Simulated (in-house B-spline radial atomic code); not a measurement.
Ba⁵⁺. Computed with a B-spline radial atomic code. Model: all-electron spherical atom, spin shells full or empty, radial basis limit, no spin-orbit coupling, Breit or QED, empty-state partial waves extrapolated as (l+1/2)^-4, RPA, G0W0 and static COHSEX of the highest shell as one setting changes (uncorrelated shells keep exact exchange).

Given: element Ba; charge 5; filled core Kr; hamiltonian one-electron scalar X2C; mean-field start PBE; highest l of empty states 9; nuclear rms radius 4.8378 fm; highest mean-field shell 5p up.

Shell: 4d 5 5, 5s 1 1, 5p 3 0 (electrons up and down).

```
lowest nl shells left uncorrelated  RPA correlation energy (hartree)  G0W0 level (eV)  G0W0 minus most complete (meV)  COHSEX level (eV)  linearised minus solved G0W0 (meV)
                                 0                           -4.1449          -74.302                               0            -76.749                               -29.9
                                 1                           -3.9607          -74.302                             0.6            -76.749                               -29.9
                                 2                           -3.7628          -74.301                             0.7             -76.75                               -29.9
                                 3                           -3.1936          -74.299                             3.5            -76.744                               -29.9
                                 4                           -3.0107          -74.299                             3.3            -76.746                               -29.9
                                 5                                 ?                ?                               ?                  ?                                   ?
                                 6                           -1.5767          -74.258                            43.7            -76.678                               -29.4
                                 7                            -1.417          -74.261                            41.3            -76.684                               -29.4
                                 8                                 ?                ?                               ?                  ?                                   ?
                                 9                          -0.18943          -73.835                           467.2            -75.932                               -27.2
                                10                         -0.070484          -74.067                           235.2            -75.705                                 -25
```

Problem. What follows for lowest nl shells left uncorrelated = 5?

Solution. RPA correlation energy -2.4637 hartree; G0W0 level -74.305 eV; G0W0 minus most complete -2.8 meV; COHSEX level -76.761 eV; linearised minus solved G0W0 -29.9 meV.

Problem. What follows for lowest nl shells left uncorrelated = 8?

Solution. RPA correlation energy -0.95524 hartree; G0W0 level -74.274 eV; G0W0 minus most complete 28.2 meV; COHSEX level -76.696 eV; linearised minus solved G0W0 -29.9 meV.
